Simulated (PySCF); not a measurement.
C3H4F2Si, SMILES C(F)(C#C)(F)[SiH3]. Atoms are numbered in the order given.

```xyz
10

C      0.9391     2.3756     0.0000
C      0.2894     1.3552     0.0000
C     -0.3942     0.0632     0.0000
F     -1.1995    -0.0365    -1.0963
F     -1.1995    -0.0365     1.0963
Si     0.8367    -1.4312     0.0000
H      1.5006     3.2926     0.0000
H      1.6762    -1.3433    -1.2269
H      0.0188    -2.6757     0.0000
H      1.6762    -1.3433     1.2269
```
Charge 0, spin multiplicity 1.

Geometry: PBE0-D3(BJ)/def2-SVP. This is a generated structure with no PubChem entry under its InChIKey; it may be hypothetical.

Two levels are set side by side: PBE/pcSseg-1 (PySCF) and HF/pcSseg-1 (PySCF). GIAO shifts against CFCl3 (¹⁹F), TMS (²⁹Si), TMS (¹H), TMS (¹³C) at the same level; non-relativistic, no solvent, atoms listed together averaged. Differences are taken from unrounded values.

```
quantity                    HF
----------------------  ------
δ(¹³C) of C1 (ppm)        93.8
δ(¹³C) of C2 (ppm)        75.6
δ(¹³C) of C3 (ppm)       103.7
δ(¹⁹F) of F4, F5 (ppm)  -105.2
δ(²⁹Si) of Si6 (ppm)     -50.1
δ(¹H) of H7 (ppm)         3.89
```

Question: What does PBE give, and how far is it from HF? (An estimate is asked for; the answer gives what the named calculation found.)

Answer: 
```json
[
 {"quantity": "δ(¹³C) of C1 (ppm)", "PBE": "86.5", "PBE minus HF": "-7.2"},
 {"quantity": "δ(¹³C) of C2 (ppm)", "PBE": "82.2", "PBE minus HF": "6.5"},
 {"quantity": "δ(¹³C) of C3 (ppm)", "PBE": "124.7", "PBE minus HF": "20.9"},
 {"quantity": "δ(¹⁹F) of F4, F5 (ppm)", "PBE": "-135.3", "PBE minus HF": "-30.1"},
 {"quantity": "δ(²⁹Si) of Si6 (ppm)", "PBE": "-61.6", "PBE minus HF": "-11.5"},
 {"quantity": "δ(¹H) of H7 (ppm)", "PBE": "3.12", "PBE minus HF": "-0.77"}
]
```

Rough cost on one machine, each run with all the roots and properties that it gave: HF against PBE within a factor of 2.
